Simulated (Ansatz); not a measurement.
A run on C2H6OZn, SMILES `CO[CH2][ZnH]` with other settings.

```yaml
crystal:
  periodic: [false, false, false]
  atoms:
    - {symbol: C, position_ang: [-0.778691, 1.010622, 1.021982]}
    - {symbol: O, position_ang: [-0.365595, -0.247187, 0.565263]}
    - {symbol: C, position_ang: [0.426959, -0.163349, -0.606494]}
    - {symbol: Zn, position_ang: [0.918134, -1.996769, -1.109924]}
    - {symbol: H, position_ang: [-1.379432, 0.860924, 1.920831]}
    - {symbol: H, position_ang: [0.081726, 1.649351, 1.268582]}
    - {symbol: H, position_ang: [-1.386515, 1.530695, 0.267545]}
    - {symbol: H, position_ang: [1.318944, 0.457478, -0.421402]}
    - {symbol: H, position_ang: [-0.132699, 0.340428, -1.411672]}
    - {symbol: H, position_ang: [1.297169, -3.442194, -1.494703]}
basis:
  gaussian: {orbitals: def2-TZVPD, fitting: {mean_field: def2-universal-jkfit}}
hamiltonian: {xc: {name: PBEsol}, dispersion: d4}
accuracy: high
output: {forces: true}
```

```sh
$ ansatz run in.yaml --threads 4 --pin off --events-out ev --progress --plain --max-ram 10444MiB
```

Shortened log:

```
Functional definition: PBEsol
599 factors; integrals over basis functions are off by at most 8.8e-1 eV
mean field evaluation 1: about -52558.0714 eV, gradient 9.4e1 eV
mean field evaluation 2: about -52369.3938 eV, gradient 2.7e2 eV
mean field evaluation 4: about -52572.2448 eV, gradient 1.3e1 eV
mean field evaluation 8: about -52572.5894 eV, gradient 2.9e-1 eV
mean field evaluation 16: about -52572.5905 eV, gradient 3.7e-5 eV
mean field -52572.59046485 eV, -1932.0070646015 hartree, gradient 5.7e-8 eV, S^2 0.000000; 0 other end points of the search recorded, 0 dependent functions left out
reference -52572.59046976 eV, -1932.0070647821 hartree; 28, 28 occupied and 191, 191 virtual orbitals, 599 factors
Total energy: -52572.64288255 eV, -1932.0089909163 hartree
Atom 0 at    -0.778691     1.010622     1.021982 Å, force     0.048056    -0.086757    -0.059805 eV/Å
Atom 1 at    -0.365595    -0.247187     0.565263 Å, force    -0.027141    -0.332898     0.078951 eV/Å
Atom 2 at     0.426959    -0.163349    -0.606494 Å, force    -0.024106    -0.434343     0.086540 eV/Å
Atom 3 at     0.918134    -1.996769    -1.109924 Å, force    -0.012063     0.105775     0.005468 eV/Å
Atom 4 at    -1.379432     0.860924     1.920831 Å, force    -0.188165    -0.050090     0.281898 eV/Å
Atom 5 at     0.081726     1.649351     1.268582 Å, force     0.289009     0.220919     0.078205 eV/Å
Atom 6 at    -1.386515     1.530695     0.267545 Å, force    -0.200478     0.181217    -0.255806 eV/Å
Atom 7 at     1.318944     0.457478    -0.421402 Å, force     0.316153     0.184107     0.049673 eV/Å
Atom 8 at    -0.132699     0.340428    -1.411672 Å, force    -0.179773     0.144215    -0.288510 eV/Å
Atom 9 at     1.297169    -3.442194    -1.494703 Å, force    -0.021493     0.067854     0.023385 eV/Å
Dipole moment:     0.032092     0.259468    -0.077770 e Å
```

It took 4.1 s on 4 threads of an Arm Neoverse V2 on a shared host, with 0.43 GiB of host memory at the peak.
